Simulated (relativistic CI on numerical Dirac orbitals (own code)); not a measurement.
## Hyperfine structure of Au³²⁺, mass number 197

Calculated at this level of theory: Dirac-Coulomb-Breit CI, KLI orbitals optimised for each configuration, model QED (radiative potential, 1s self-energy scaled to tabulated hydrogen-like ionisation energies), unscaled Slater integrals (own radial code, finite nucleus).

CI space (outside the closed core [Ar] 3d10): 4s2.4p6.4d10.4f, 4s2.4p6.4d9.4f2, 4s2.4p6.4d10.5s, 4s2.4p6.4d10.5p, 4s2.4p5.4d10.4f2, 4s2.4p6.4d10.5d, 4s.4p6.4d10.4f2, 4s2.4p4.4d10.4f3, 4s2.4p6.4d9.4f.5s, 4s2.4p6.4d9.5s2, 4s2.4p6.4d10.5f, 4s2.4p6.4d8.4f2.5s, 4s2.4p6.4d9.4f.5p, 4s2.4p6.4d9.5s.5p, 4s2.4p6.4d10.5g, 4s2.4p6.4d10.6s. Levels of other configurations are missing.

Nuclear spin I = 3/2, μ = 0.1452 μN, Q = 0.547 b (tables of Stone and Pyykkö). The electronic factors are computed for point nuclear moments, without core polarisation or the Bohr-Weisskopf and QED corrections.

| Level | E (cm⁻¹) | A (MHz) | B (MHz) |
| --- | --- | --- | --- |
| 4s2.4p6.4d10.4f 2F°_5/2 | 0 | 590.9 | 3490 |
| 4s2.4p6.4d10.4f 2F°_7/2 | 46576 | 318.3 | 3910 |
| 4s2.4p6.4d10.5s 2S_1/2 | 1649080 | 71400 |  |
| 4s2.4p6.4d9.4f2 4F_3/2 | 1749966 | 178.2 | -702 |
| 4s2.4p6.4d9.4f2 4F_5/2 | 1754890 | 577.8 | 4660 |
| 4s2.4p6.4d9.4f2 4F_9/2 | 1812658 | 509.6 | 2320 |
| 4s2.4p6.4d9.4f2 4D_3/2 | 1820326 | 1034 | 446 |

Levels with J = 0, under 50 % of one LS term, or S terms without an open s electron are left out. Small factors come from cancelling terms and can be off by tens of per cent or more.

At this charge energies of transitions that change n are usually good to better than 1 %, and those within a shell (Δn = 0) to a few per cent.

(1) Give the hyperfine levels of 4s2.4p6.4d10.4f 2F°_5/2 relative to its centre of gravity.

Answers

(1) With K = F(F + 1) − I(I + 1) − J(J + 1), E = AK/2 + B[¾K(K + 1) − I(I + 1)J(J + 1)]/[2I(2I − 1)J(2J − 1)]: F = 1: -658.2, F = 2: -2270, F = 3: -2068, F = 4: 3089 MHz.

LS names give the leading component of a level, which can be under half, so a name can repeat, a term be missing and a line seem to break the LS rules.
